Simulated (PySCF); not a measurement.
**Bonding in `C=C(C)[C@@H]1N[C@H]1C`**

Species: C6H11N.
SMILES with atom numbers: `[CH2:1]=[C:2]([CH3:3])[C@@H:4]1[NH:5][C@H:6]1[CH3:7]` (hydrogens: H8, H9 on C1; H10, H11, H12 on C3; H13 on C4; H14 on N5; H15 on C6; H16, H17, H18 on C7)

Structure used (GFN2-xTB), in Å, numbered top down from 1:
```xyz
18
C6H11N angstrom
C     -1.9062    0.7735   -0.7646
C     -1.2952    0.1693    0.2431
C     -1.9884   -0.7629    1.1910
C      0.1564    0.3517    0.4986
N      0.8524    1.3980   -0.2302
C      1.1669    0.0283   -0.5484
C      2.4979   -0.5785   -0.1819
H     -2.9541    0.6295   -0.9635
H     -1.3685    1.4463   -1.4084
H     -3.0350   -0.8770    0.9233
H     -1.9277   -0.3800    2.2096
H     -1.5110   -1.7425    1.1751
H      0.4545    0.1593    1.5284
H      1.5685    1.8688    0.3146
H      0.7797   -0.2788   -1.5152
H      2.4223   -1.6641   -0.1548
H      3.2518   -0.3053   -0.9189
H      2.8268   -0.2290    0.7961
```

Bond orders from the PBE0/pcSseg-1 density (PySCF). The structure is a single GFN2-xTB conformer in the gas phase; no vibrational or solvent corrections.

Q: How far do the computed orders between heavy atoms stray from the drawn ones?

A: The largest departure is 0.091, at C6–C4 (drawn single, 0.909).

Q: Set the Mayer orders of the bonds beside their lengths.

A: 
```json
{"bond": "C1–C2", "drawn as": "double", "length (Å)": "1.324", "Mayer order": "2.003"}
{"bond": "C2–C3", "drawn as": "single", "length (Å)": "1.499", "Mayer order": "1.051"}
{"bond": "C2–C4", "drawn as": "single", "length (Å)": "1.485", "Mayer order": "0.985"}
{"bond": "C4–N5", "drawn as": "single", "length (Å)": "1.453", "Mayer order": "0.954"}
{"bond": "N5–C6", "drawn as": "single", "length (Å)": "1.441", "Mayer order": "0.943"}
{"bond": "C6–C7", "drawn as": "single", "length (Å)": "1.508", "Mayer order": "1.040"}
{"bond": "C6–C4", "drawn as": "single", "length (Å)": "1.491", "Mayer order": "0.909"}
{"bond": "C1–H8", "drawn as": "single", "length (Å)": "1.076", "Mayer order": "0.936"}
{"bond": "C1–H9", "drawn as": "single", "length (Å)": "1.075", "Mayer order": "0.925"}
{"bond": "C3–H10", "drawn as": "single", "length (Å)": "1.086", "Mayer order": "0.957"}
{"bond": "C3–H11", "drawn as": "single", "length (Å)": "1.090", "Mayer order": "0.950"}
{"bond": "C3–H12", "drawn as": "single", "length (Å)": "1.090", "Mayer order": "0.952"}
{"bond": "C4–H13", "drawn as": "single", "length (Å)": "1.089", "Mayer order": "0.955"}
{"bond": "N5–H14", "drawn as": "single", "length (Å)": "1.015", "Mayer order": "0.932"}
{"bond": "C6–H15", "drawn as": "single", "length (Å)": "1.086", "Mayer order": "0.942"}
{"bond": "C7–H16", "drawn as": "single", "length (Å)": "1.089", "Mayer order": "0.958"}
{"bond": "C7–H17", "drawn as": "single", "length (Å)": "1.089", "Mayer order": "0.958"}
{"bond": "C7–H18", "drawn as": "single", "length (Å)": "1.089", "Mayer order": "0.957"}
```

By pair of heavy elements: C–C: lowest C6–C4 (0.909, 1.491 Å), highest C1–C2 (2.003, 1.324 Å); in 4 of the 10 pairs the longer bond (by over 0.003 Å) has the higher order (by 0.02 or more). C–N: all 2 within 0.02 of one another (0.943 to 0.954).

Q: Sum the orders of all bonds at each heavy atom with more than one neighbour and set the sums beside the valence in the SMILES.

A: C1 3.864 (drawn 4), C2 4.039 (drawn 4), C3 3.910 (drawn 4), C4 3.803 (drawn 4), N5 2.829 (drawn 3), C6 3.834 (drawn 4), C7 3.913 (drawn 4). Orders between atoms that aren't bonded are not in these sums.

The Mayer order sums products of elements of PS (density times overlap matrix) between the two atoms' basis functions, so it depends on the basis set.
